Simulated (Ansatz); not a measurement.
Geometry optimisation, RKS BLYP/def2-SVP in Ansatz 0.2.0.

Input file:

```yaml
crystal:
  periodic: [false, false, false]
  atoms:
    - { symbol: C, position_ang: [-1.6047, 1.3561, 0.5864] }
    - { symbol: C, position_ang: [-0.7938, 0.3749, 0.5299] }
    - { symbol: C, position_ang: [0.2297, 0.2258, -0.5317] }
    - { symbol: Si, position_ang: [1.4479, -1.2999, -0.3804] }
    - { symbol: S, position_ang: [0.6023, 1.2256, -1.8339] }
    - { symbol: H, position_ang: [-0.66462, 0.848, -0.56568] }
    - { symbol: H, position_ang: [-2.3711, 1.4607, 1.3669] }
    - { symbol: H, position_ang: [-0.8135, -0.3729, 1.2921] }
    - { symbol: H, position_ang: [0.9775, -2.1011, 0.8513] }
    - { symbol: H, position_ang: [2.8067, -0.9471, -0.1621] }
    - { symbol: H, position_ang: [1.2397, -2.2003, -1.5419] }
basis:
  gaussian: { orbitals: def2-SVP }
hamiltonian:
  xc: blyp
relax:
  f_tol: 0.02
  max_steps: 50
```

Run as:

```bash
$ ansatz run input.yaml --threads 2 --pin off --max-ram 3072MiB --backend cpu --events-out ev --progress --plain --runs-dir out
```

Where does it end, and by what steps?

The forces met the threshold. The force dipped under the threshold on the way, but the program's further checks kept it going. After 17 steps the energy has fallen by 6.735 eV; H6 moved furthest, 1.51 Å. Parted: C2–H6, C3–H6. Joined: C1–H6.

```json
{"step": "0", "energy less start (eV)": "0.0000", "largest force component (eV/Å)": "5.780", "accepted": "yes"}
{"step": "1", "energy less start (eV)": "-1.1257", "largest force component (eV/Å)": "2.702", "accepted": "yes"}
{"step": "2", "energy less start (eV)": "-1.8094", "largest force component (eV/Å)": "2.468", "accepted": "yes"}
{"step": "3", "energy less start (eV)": "-2.8482", "largest force component (eV/Å)": "3.162", "accepted": "yes"}
{"step": "4", "energy less start (eV)": "-4.1758", "largest force component (eV/Å)": "3.453", "accepted": "yes"}
{"step": "5", "energy less start (eV)": "-5.3288", "largest force component (eV/Å)": "2.826", "accepted": "yes"}
{"step": "6", "energy less start (eV)": "-6.1584", "largest force component (eV/Å)": "1.473", "accepted": "yes"}
{"step": "7", "energy less start (eV)": "-6.4995", "largest force component (eV/Å)": "0.881", "accepted": "yes"}
{"step": "8", "energy less start (eV)": "-6.6659", "largest force component (eV/Å)": "0.435", "accepted": "yes"}
{"step": "9", "energy less start (eV)": "-6.7144", "largest force component (eV/Å)": "0.536", "accepted": "yes"}
{"step": "10", "energy less start (eV)": "-6.7313", "largest force component (eV/Å)": "0.061", "accepted": "yes"}
{"step": "11", "energy less start (eV)": "-6.7328", "largest force component (eV/Å)": "0.068", "accepted": "yes"}
{"step": "12", "energy less start (eV)": "-6.7337", "largest force component (eV/Å)": "0.126", "accepted": "yes"}
{"step": "13", "energy less start (eV)": "-6.7342", "largest force component (eV/Å)": "0.091", "accepted": "yes"}
{"step": "14", "energy less start (eV)": "-6.7351", "largest force component (eV/Å)": "0.025", "accepted": "yes"}
{"step": "15", "energy less start (eV)": "-6.7353", "largest force component (eV/Å)": "0.009", "accepted": "yes"}
{"step": "16", "energy less start (eV)": "-6.7354", "largest force component (eV/Å)": "0.025", "accepted": "yes"}
{"step": "17", "energy less start (eV)": "-6.7354", "largest force component (eV/Å)": "0.019", "accepted": "yes"}
```

```xyz
11
Properties=species:S:1:pos:R:3
C -1.617 1.288 0.433
C -0.715 0.274 0.471
C 0.367 0.051 -0.512
Si 1.542 -1.459 -0.305
S 0.667 1.023 -1.831
H -1.581 2.035 -0.377
H -2.397 1.389 1.202
H -0.774 -0.457 1.297
H 1.202 -2.250 0.931
H 2.955 -0.973 -0.198
H 1.408 -2.351 -1.501
```

Whether the end is a true minimum wasn't checked by a vibrational analysis.

Run time: 41 s on 2 threads of Arm Neoverse V1, with other jobs on the host, peak memory 0.14 GiB.
